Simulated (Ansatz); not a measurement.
One change: `F[SiH](F)Cl` becomes `F[SiH](Cl)C[SiH3]`.

Ansatz, PBE0-D4/def2-TZVP geometries, multiplicity 1. Each molecule was computed in one conformer, which needn't be the lowest.

| property | `F[SiH](F)Cl` |
| --- | --- |
| HOMO energy (PBE/def2-TZVPP) / eV | -8.55 |
| LUMO energy (ωB97M-V/def2-TZVPP) / eV | 2.40 |
| HOMO–LUMO gap (PBE/def2-TZVPP) / eV | 8.23 |
| LUMO energy (B3LYP/def2-TZVPP) / eV | 0.35 |
| HOMO energy (B3LYP/def2-TZVPP) / eV | -9.73 |
| size of the dipole moment (ωB97M-V/def2-TZVPP) / D | 1.16 |

Question: What does the change do to each property? (Estimate.)

Answer: Ansatz gave: 
| property | `F[SiH](Cl)C[SiH3]` | shift |
| --- | --- | --- |
| HOMO energy (PBE/def2-TZVPP) / eV | -7.55 | 1.00 |
| LUMO energy (ωB97M-V/def2-TZVPP) / eV | 1.89 | -0.51 |
| HOMO–LUMO gap (PBE/def2-TZVPP) / eV | 6.93 | -1.30 |
| LUMO energy (B3LYP/def2-TZVPP) / eV | 0.07 | -0.28 |
| HOMO energy (B3LYP/def2-TZVPP) / eV | -8.65 | 1.08 |
| size of the dipole moment (ωB97M-V/def2-TZVPP) / D | 1.84 | 0.68 |

With PBE0 the HOMO rises by 1.13 eV and the LUMO falls by 0.33 eV, so the gap narrows by about 1.46 eV. PBE moves the HOMO by 1.00 eV and ωB97M-V by 1.22 eV. Dipoles are sizes alone; their direction can turn.

B3LYP here is the variant with VWN-RPA as its local correlation; programs differ in this.
